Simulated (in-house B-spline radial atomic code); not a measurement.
Mn. Computed with a B-spline radial atomic code. Model: non-relativistic spherical atom: semilocal Troullier-Martins pseudo-atom, one channel per l, against all electrons, high spin, G0W0 and RPA with empty states to l = 8, local potential for every l without a channel, a model core (radius 0 = none) keeps its share of the functional.

What the tables leave out is listed at the end.

The pseudopotential gives back the lowest level of each angular momentum of its own functional in the configuration it was made in; a second state of the same l is only approximately right. Exact exchange, RPA and GW see the smooth pseudo-orbitals and miss the exchange with the core, for which the functional's share stands in. The column with an uncorrelated core keeps all orbitals and exact exchange, and so separates missing core correlation from pseudisation. Only the three outermost levels and the lowest empty one were computed. RPA here is direct RPA, with no exchange kernel, and its energies carry an (l + 1/2)⁻⁴ tail. A hybrid on a potential with a model core restores only its own semilocal share of the core's exchange.

Command:
```bash
python run_psgw.py task.json out
```
Settings (lengths in bohr, energies in hartree):
```
Z                      25
electrons              25
configuration          [Ar] 3d5 4s2
generated_in           [Ar] 3d5 4s2
functional             lda,vwn
core_shells            4
radius_factor          0.9
core_correction        True
ion_configuration      [Ar] 3d5 4s1
```

Time taken, with all properties: 72 s on 1 thread of Arm Neoverse N1 (shared host).

Given: made with LDA VWN5; model core radius 0.443 bohr; local radius 0.919 bohr; mean-field start LDA VWN5.

Valence shells of the generating configuration: 3p, 3d, 4s.

Channel: s 2.27, p 0.681, d 2.042 (radii in bohr).

Computed: largest level miss in the spin-unpolarised generating configuration 0 eV; valence RPA correlation energy all-electron orbitals -0.78732 hartree; valence RPA correlation energy pseudo -0.89838 hartree; all-electron RPA polarisability, core included 51.845 bohr³; ionisation by mean-field pseudo minus all -0.008 eV; ionisation by RPA all-electron 7.8287 eV; ionisation by RPA pseudo minus all 0.135 eV.

| level | occupied | mean-field all-electron (eV) | mean-field pseudo minus all (eV) | G0W0 all-electron (eV) | G0W0 uncorrelated core minus all (eV) | G0W0 pseudo minus all (eV) | exchange self-energy all-electron (eV) | exchange self-energy pseudo (eV) |
| --- | --- | --- | --- | --- | --- | --- | --- | --- |
| 4s down | 1 | -4.5877 | 0.002 | -7.3725 | -0.019 | -0.224 | -8.7119 | -8.3238 |

**Question.** What is the ionisation by mean-field all-electron?

**Answer.** 7.4877 eV.

**Question.** What is the pseudo-atom RPA polarisability?

**Answer.** 51.905 bohr³.

Given: mean-field start PBE0.

Computed: valence RPA correlation energy all-electron orbitals -0.72843 hartree; valence RPA correlation energy pseudo -0.84346 hartree; all-electron RPA polarisability, core included 47.858 bohr³; ionisation by mean-field all-electron 7.024 eV; ionisation by mean-field pseudo minus all 0.006 eV; ionisation by RPA pseudo minus all 0.089 eV.

```csv
level,occupied,mean-field all-electron (eV),mean-field pseudo minus all (eV),G0W0 all-electron (eV),G0W0 uncorrelated core minus all (eV),G0W0 pseudo minus all (eV),exchange self-energy all-electron (eV),exchange self-energy pseudo (eV)
4s down,1,-5.0621,0.005,-7.373,-0.017,-0.166,-8.4204,-8.1956
4s up,1,-6.0612,-0.189,-8.432,-0.026,-0.638,-10.587,-11.298
```

**Question.** What is the pseudo-atom RPA polarisability?

**Answer.** 46.214 bohr³.

**Question.** What is the ionisation by RPA all-electron?

**Answer.** 7.4966 eV.

Among the listed levels the largest G0W0 shift of the pseudo-atom is -0.64 eV, for 4s up on the PBE0 start, while leaving the core uncorrelated moves that level by -0.03 eV. So pseudisation and the lost core exchange, not the missing core correlation, make the error. Not in the tables (levels of low weight, unsolved or above zero; the highest and the empty levels are kept at any weight): on LDA the G0W0 levels 4s up (pseudo minus all -0.40 eV, weights 0.52 and 0.66), 3d up (pseudo minus all +1.01 eV, weights 0.44 and 0.04), 3d down (pseudo minus all +0.31 eV, weights 0.41 and 0.46); on PBE0 the G0W0 levels 3d up (pseudo minus all +0.61 eV, weights 0.66 and 0.54), 3d down (pseudo minus all +0.47 eV, weights 0.68 and 0.75); no Hartree-Fock pseudo-atom is run with a model core.
